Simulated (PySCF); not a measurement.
C₂H₁₁NSi₃, SMILES [SiH2]1N([SiH2]CC1)[SiH3].

Geometry: PBE0-D3(BJ)/def2-SVP. The structure was generated by enumeration, and PubChem lists no compound with its InChIKey, so it may never have been made. One conformer was computed; it need not be the lowest.

Computed with r2SCAN/def2-TZVP run with PySCF.

Gas-phase values at a fixed geometry.

The total energy is -1006.05742 hartree. The highest occupied level comes out as -6.42 eV, the lowest empty level comes out as -0.58 eV and the orbital gap comes out as 5.84 eV. The dipole moment is 1.46 D and the quadrupole, principal values (traceless, Buckingham form, about the centre of nuclear charge) comes out as -2.43, -0.99, 3.42 D·Å.
